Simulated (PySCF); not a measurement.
## Correlation energy of F(3+) (fluorine, charge +3)

[He] 2s2 2p2, high-spin 3P determinant. Computed with PySCF 2.14 in aug-cc-pVDZ (4s3p2d, 23 functions), with no relativity, point nucleus. Frozen: 1s2; 4 electrons correlated.

MP2 pair energies summed by pair of shells (mhartree):

```csv
pair,energy,share (%)
2s-2p,-33.43,57.1
2s-2s,-20.62,35.2
2p-2p,-4.50,7.7
```

Total MP2 correlation energy: -58.54 mhartree.

Same-spin part -7.49 and opposite-spin part -51.05 mhartree; SCS-MP2 scales them by 1/3 and 6/5 to -63.76 mhartree.

```json
{"level": "CCSD", "correlation energy (mhartree)": "-81.75"}
{"level": "(T)", "correlation energy (mhartree)": "-0.54"}
{"level": "CCSD(T)", "correlation energy (mhartree)": "-82.29"}
```

Diagnostics: T1 = 0.0036, D1 = 0.0076, largest double amplitude 0.124.

Cost of the coupled-cluster step: 0.2 s of wall time on 1 thread of AMD EPYC 7R43 64-Core Processor (shared host), for 4 correlated electrons.
